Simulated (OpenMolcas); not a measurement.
Ag5+ (d6) among equal point charges was computed by CASSCF with the d shell active (OpenMolcas, ANO-RCC-VDZP on the metal). Its lowest spin-free states, and all those of the highest spin:

```
2S+1  Degeneracy  E (cm-1)
   5           2       0.0
   5           2      8932
   5           1     13158
   3           2     23572
   3           1     24076
   3           2     24574
   3           2     24739
   3           2     25593
   3           2     27725
   3           1     28130
   3           2     29764
   3           2     31341
```

Q: Is the site octahedral, tetrahedral or cube-like, axial, or of lower symmetry?

A: The states with 2S+1 = 5 have orbital degeneracies 2, 2, 1. There are pairs but no triples, so the site is axial: not cubic, but with a proper or improper axis of order three or more. The run had Ag5+ among 2 point charges of -3 e arranged as a linear pair (D∞h), 2.39 Å from the ion.

Without dynamic correlation the repulsion within the d shell is too large (B by tens of per cent), so at a given field states of lower spin stand too high. Point charges give a weaker field than real ligands, and real ions of this kind are as a rule low spin; the high spin found here belongs to the model. This is an electrostatic model: the charges have no orbitals. No measured value stands beside these numbers.
